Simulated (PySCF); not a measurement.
Geometries of 2 isomers of C3H7BS, from PySCF 2.14.0, PBE0-D3(BJ)/def2-SVP geometry optimisation, gas phase. One conformer each, no zero-point energy, no frequencies.

**Question.** Which is lower in electronic energy at this level?
A.
```xyz
12
angstrom
C      2.603    0.153   -0.655
C      1.355   -0.170   -1.034
B      0.142    0.073   -0.107
S     -1.478   -0.389   -0.667
C     -2.579    0.076    0.700
H      3.474   -0.012   -1.298
H      2.799    0.599    0.327
H      1.220   -0.614   -2.029
H      0.274    0.567    0.990
H     -2.607    1.167    0.818
H     -3.586   -0.284    0.452
H     -2.250   -0.390    1.638
```
B.
```xyz
12
angstrom
B      2.538    0.651    0.179
C      1.419   -0.353   -0.072
C      0.126    0.054    0.018
S     -1.252   -0.955   -0.233
C     -2.607    0.207    0.034
H      2.250    1.798    0.452
H      3.705    0.336    0.114
H      1.613   -1.403   -0.323
H     -0.096    1.100    0.268
H     -2.585    0.613    1.055
H     -3.537   -0.361   -0.101
H     -2.580    1.023   -0.701
```

**Answer.** A. That is `C=CBSC`, 27.2 kcal/mol below the other.

```csv
SMILES,atoms numbered as above,E (Eh),relative (kcal/mol),relative (kJ/mol),dipole (D)
C=CBSC,[CH2:1]=[CH:2][BH:3][S:4][CH3:5],-541.03134,0.0,0.0,0.95
B/C=C/SC,[BH2:1]/[CH:2]=[CH:3]/[S:4][CH3:5],-540.98795,27.2,113.9,3.38
```
